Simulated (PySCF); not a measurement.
Gas-phase equilibrium of 1 mol H2S, 0.18 mol H2 at 600 K and 0.00133 bar, among 9 species (S2, S6, H2S2, H, H2S, SH, H2, S8, S). Only gases are allowed; each row takes one source of thermochemistry for all species, and Cantera finds the minimum.

Computed with PySCF and rigid-rotor harmonic-oscillator thermochemistry at 1 bar. † marks an energy on the PBE0/def2-TZVP geometry and frequencies; other levels use their own. MP2 and CCSD(T) freeze the core. Open shells (unrestricted) among the columns below: S2 (multiplicity 3); the rest are closed-shell singlets. No R ln 2 is added for the mirror-image form of H2S2. MP2 isn't extrapolated to the basis-set limit. CCSD(T) isn't extrapolated to the basis-set limit. The harmonic model lacks anharmonicity and excited electronic states, which grow with temperature; levels with a mode under 35 cm⁻¹ are left out. Internal rotation in H2S2 is treated as a harmonic vibration of one conformer, which makes the entropy rough.

Molecules larger than those listed are left out.

With BLYP/def2-TZVP† thermochemistry: H2S 0.84, H2 0.16, S2 0.0035, H2S2 4.6e-6.

Problem. How far does the composition move with the other sources (CCSD(T)/def2-SVP†, MP2/def2-TZVPP†, PBE/def2-TZVP†, PBE0/def2-TZVP, ωB97X-V/def2-TZVP†)?

Solution. 
```json
[
 {"thermochemistry": "BLYP/def2-TZVP†", "x H2S": "0.84", "x H2": "0.16", "x S2": "0.0035", "x H2S2": "4.6e-6"},
 {"thermochemistry": "CCSD(T)/def2-SVP†", "x H2S": "0.85", "x H2": "0.15", "x S2": "3.9e-8", "x H2S2": "2.9e-9"},
 {"thermochemistry": "MP2/def2-TZVPP†", "x H2S": "0.85", "x H2": "0.15", "x S2": "7.3e-7", "x H2S2": "7.1e-7"},
 {"thermochemistry": "PBE/def2-TZVP†", "x H2S": "0.85", "x H2": "0.15", "x S2": "9.6e-5", "x H2S2": "1.3e-5"},
 {"thermochemistry": "PBE0/def2-TZVP", "x H2S": "0.85", "x H2": "0.15", "x S2": "2.4e-6", "x H2S2": "2.8e-6"},
 {"thermochemistry": "ωB97X-V/def2-TZVP†", "x H2S": "0.85", "x H2": "0.15", "x S2": "1.4e-7", "x H2S2": "1.6e-6"}
]
```
The most sensitive of these is S2: it spans a factor of 10^5.0 over these rows; at this temperature one factor of ten is RT ln 10 = 11 kJ/mol.
